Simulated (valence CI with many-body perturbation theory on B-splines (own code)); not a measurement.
Cd XXXIV: key properties

Level of theory: relativistic CI+MBPT: five valence electrons over a frozen Dirac-Fock core [Ne], a basis of 9 s, 9 p, 8 d, 6 f, 3 g, 1 h functions for each j, with the one-electron correlation potential Σ1 (screened to all orders), the two-electron term Σ2, the three-electron term Σ3, Breit, model QED; selected single and double excitations, second order for the rest (own B-spline code, finite nucleus).

No measured spectrum was set against this ion. As an estimate, large intervals hold to a few tenths of a per cent, small ones and those within an open d or f shell to about a per cent. Among the levels kept, up to 600 cm⁻¹ of a level comes from second order outside the variational space, and about a tenth of that is noise between levels of different J, which matters for small intervals.

Levels are named by their leading jj configuration (3d3/2^4 stands for four electrons in 3d with j = 3/2), which in mixed levels can hold well under half, so a name can repeat and another be missing.

Rates and lifetimes use the calculated energies. Strong lines usually hold to 10 to 20 %, long lifetimes can be off by a factor of two.

Problem. What is the ground level?

Solution. (3s^2 3p1/2^2 3p3/2) J=3/2, composition 40 % 3s2.3p3 2P° + 36 % 3s2.3p3 4S° + 22 % 3s2.3p3 2D°, g = 1.449.

Problem. Among levels below 2199600 cm⁻¹, which E1 lines absorb most strongly from the ground level?

Solution. to (3s^2 3p1/2 3p3/2 3d3/2) J=3/2 at 6.378 nm, f = 0.274; to (3s^2 3p1/2 3p3/2 3d5/2) J=5/2 at 6.569 nm, f = 0.158; to (3s^2 3p1/2 3p3/2 3d3/2) J=5/2 at 6.280 nm, f = 0.145.

Problem. Name the longest-lived excited levels whose lifetime is computed, and their main decay.

Solution. (3s^2 3p1/2 3p3/2^2) J=5/2 at 368660 cm⁻¹ lives 7.95 μs, mostly by M1 to (3s^2 3p1/2^2 3p3/2) J=3/2; (3s^2 3p1/2 3p3/2^2) J=1/2 at 437720 cm⁻¹ lives 1.61 μs, mostly by M1 to (3s^2 3p1/2^2 3p3/2) J=3/2; (3s^2 3p1/2 3p3/2^2) J=3/2 at 312960 cm⁻¹ lives 1.53 μs, mostly by M1 to (3s^2 3p1/2^2 3p3/2) J=3/2. The lifetime of (3s^2 3p1/2 3p3/2 3d5/2) J=9/2 is too uncertain to give, and may be longer.

Problem. Where does the other parity begin?

Solution. At (3s 3p1/2^2 3p3/2^2) J=5/2, 1004100 cm⁻¹.

Problem. What is the ionisation energy?

Solution. 2075.1 eV; NIST lists 2091 ± 8 eV (semi-empirical).

Problem. What are the static dipole polarisabilities of the lowest levels?

Solution. (3s^2 3p1/2^2 3p3/2) J=3/2 0.0218 (tensor 0.0016); (3s^2 3p1/2 3p3/2^2) J=3/2 0.0235 (tensor 0.00060); (3s^2 3p1/2 3p3/2^2) J=5/2 0.0234; (3s^2 3p1/2 3p3/2^2) J=1/2 0.0232 bohr³, of which the core gives 0.000322.

Problem. How well does LS coupling describe the low levels?

Solution. Among the lowest 20 levels the leading LS term, summed over configurations, holds 54 % on average. For single configurations the figures are 48 % in LS and 77 % in jj coupling. Terms mix most in the J = 5/2 level at 1196100 cm⁻¹, where the leading one holds 32 %.
